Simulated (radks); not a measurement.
Values are calculated unless marked as measured or tabulated.
Problem. Excited configurations of N+: one electron is placed in a higher orbital outside [He] 2s2 2p1. The ground configuration is [He] 2s2 2p2. Level of theory: scalar-relativistic Kohn-Sham, r2SCAN, spin-polarised, spherical densities, finite nucleus; open shells are filled with parallel spins first; meta-GGA in the generalised Kohn-Sham scheme; Fermi nuclear charge, rms radius 2.5582 fm (a radial shooting solver on a logarithmic mesh with Libxc functionals). Excitation = E - E(ground); binding = E(ion) - E, where the ion is the core of charge +2; n* = 2/sqrt(2 binding) in atomic units, and the quantum defect is n - n*.

| outer orbital | excitation (eV) | binding (eV) | n* | quantum defect | eigenvalue (eV) | <r> (bohr) |
|---|---|---|---|---|---|---|
| 3s | 19.224 | 11.157 | 2.209 | 0.791 | -8.986 | 3.749 |
| 4s | 25.052 | 5.329 | 3.196 | 0.804 | -4.316 | 7.766 |
| 4p | 25.844 | 4.537 | 3.463 | 0.537 | -3.634 | 8.695 |
| 5s | 27.255 | 3.126 | 4.173 | 0.827 | -2.545 | 13.24 |
| 5p | 27.606 | 2.775 | 4.428 | 0.572 | -2.245 | 14.61 |
| 6p | 28.508 | 1.873 | 5.390 | 0.610 | -1.525 | 21.99 |
| 7d | 29.164 | 1.217 | 6.687 | 0.313 | -0.991 | 33.25 |

Estimate the row for 4f.

Solution. excitation (eV) 27.012; binding (eV) 3.369; n* 4.019; quantum defect -0.019; eigenvalue (eV) -2.426; <r> (bohr) 9.117. The Delta-SCF ionisation energy is 30.381 eV (NIST Atomic Spectra Database: 29.601 eV, semi-empirical). Self-interaction in the functional shifts the binding energies and quantum defects, so they are the method's values and not measured ones. Open shells are spherical and high-spin; term and fine-structure splittings are not resolved.
